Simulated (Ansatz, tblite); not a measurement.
Removing and adding an electron: V(H2O)2OCl2 (VCl2O3H4). The state is a doublet with charge 0. Geometry: PBE0-D4/def2-SVP. Ansatz, gas phase; energy differences of separate SCF runs; the oxidised species is a singlet (the triplet lies 1.40 eV higher at PBE0-D4/def2-TZVP); the reduced species is a singlet (the triplet lies 0.00 eV higher at PBE0-D4/def2-TZVPD).

Cartesian coordinates in Å:
```
V 0.075 0.147 0.114
O -0.042 1.002 -1.750
H 0.778 1.239 -2.201
H -0.716 1.684 -1.873
O -0.164 -1.403 1.440
H -0.815 -1.309 2.146
H 0.642 -1.827 1.763
O 0.655 1.277 0.988
Cl 1.781 -1.096 -0.735
Cl -2.195 0.286 0.108
```

The xTB rows come from tblite. No other spin state of charge 0 was run.

Estimate orbital energies and vertical ionisation energies and electron affinities at: GFN1-xTB; GFN2-xTB; PBE-D4/def2-TZVP; revPBE-D4/def2-TZVP; PBE0-D4/def2-TZVP; PBE0-D4/def2-TZVPD.


| level | −HOMO (eV) | vertical IE (eV) | −LUMO (eV) | vertical EA (eV) | HOMO–LUMO gap (eV) | IE − EA (eV) | remarks |
| --- | --- | --- | --- | --- | --- | --- | --- |
| GFN1-xTB | – | 13.65 | – | 7.57 | – | 6.08 | – |
| GFN2-xTB | – | 12.60 | – | 6.79 | – | 5.81 | – |
| PBE-D4/def2-TZVP | 4.60 | 7.74 | 2.78 | – | 1.81 | – | restricted SCF unstable in HF (+1 singlet) |
| revPBE-D4/def2-TZVP | 4.56 | 7.72 | 2.66 | – | 1.90 | – | restricted SCF unstable in HF (+1 singlet) |
| PBE0-D4/def2-TZVP | 7.02 | 8.72 | 1.44 | – | 5.57 | – | restricted SCF unstable in HF (+1 singlet) |
| PBE0-D4/def2-TZVPD | 7.09 | – | 1.54 | 0.17 | 5.55 | – | HOMO above zero (-1 singlet), restricted singlet, untested (-1 singlet) |

Run but left out: HF/def2-SVP, CCSD/def2-SVP, CCSD(T)/def2-SVP (charge +1 singlet: restricted singlet, unstable towards broken spin symmetry); MP2/def2-SVP (doublet: ⟨S²⟩ 0.96, where a pure state has 0.75); PBE-D4/def2-TZVPD, revPBE-D4/def2-TZVPD (charge -1 singlet: restricted singlet with a triplet 0.11 to 0.14 eV lower at the same geometry).   A HOMO above zero means that the electron is unbound at that level or that self-interaction error raises the level; the energy of removing that electron tells which. HOMO and LUMO are the levels of the spin that leaves or enters (xTB has no such levels and no spin-polarisation term). Other spin states of the ions may lie lower, which would lower the ionisation energy or raise the affinity. Raw xTB energy differences between charge states are shifted by several eV; the methods need an empirical correction for them.
